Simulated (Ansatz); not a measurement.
The same path of FH3O2Zn (7 atoms, charge 0, multiplicity 1) was run twice with different band settings. Lost on the way: H4–F5. Made: O2–H4.

Method: RKS B3LYP-D4/def2-SVP in Ansatz.

Relaxed end points:

```xyz
7
Properties=species:S:1:pos:R:3
Zn -0.219 -0.193 -0.463
O 0.026 -0.997 1.191
O -0.687 0.169 -2.143
H 0.793 0.235 1.334
F 1.120 1.031 0.808
H -0.735 -1.240 1.731
H -0.298 0.996 -2.457
```

```xyz
7
Properties=species:S:1:pos:R:3
Zn 0.205 0.415 -0.495
O 0.051 -0.997 1.129
O -0.707 0.081 -1.997
H 0.576 -0.316 1.610
F 1.200 1.208 0.797
H -0.764 -1.148 1.628
H -0.561 0.758 -2.671
```

Common settings: movable images 7; climbing image yes; spring 5.0 eV/Å²; start path through a guess of the saddle point; force threshold 0.05 eV/Å; iteration limit 60; end points relaxed.

| run | optimiser | largest step |
| --- | --- | --- |
| 1 | quadratic models (default) | default |
| 2 | fire | 0.02 Å |

(1) What does each run give, and how far can it be trusted?

Results:

(1) Run 1: converged after 10 iterations, highest image 0.010 eV above the first end. A vibrational analysis at the climbing image gives one clearly imaginary mode, 261i cm⁻¹: a first-order saddle point.
Run 2: converged after 42 iterations, highest image 0.011 eV above the first end. Another band between the same ends (7 images) ends at a top of the same energy, where a vibrational analysis finds 1 clearly imaginary mode.
The orbitals stay closed-shell, which can raise the energy where a bond breaks towards radicals; this wasn't checked here.
